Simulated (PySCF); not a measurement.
Homolysis of single bonds, series Al Br-H. All species are isolated molecules in the gas phase. Strings in code marks are SMILES.

All values below come from PBE-D3(BJ)/def2-TZVP // r2SCAN-D4/def2-TZVP in PySCF 2.14.0. All candidates: neutral, multiplicity 1. 

```
Item              Value
-------------  --------
HOMO–LUMO gap   5.00 eV
HOMO           -7.39 eV
LUMO           -2.39 eV
```

Name which member has these values.
(A) `[Br][AlH][Br]`
(B) `[AlH3]`
(C) `[AlH2][Br]`

A, `[Br][AlH][Br]`. The others give `[AlH3]`: 4.77 eV, -7.30 eV, -2.53 eV; `[AlH2][Br]`: 4.53 eV, -7.03 eV, -2.50 eV
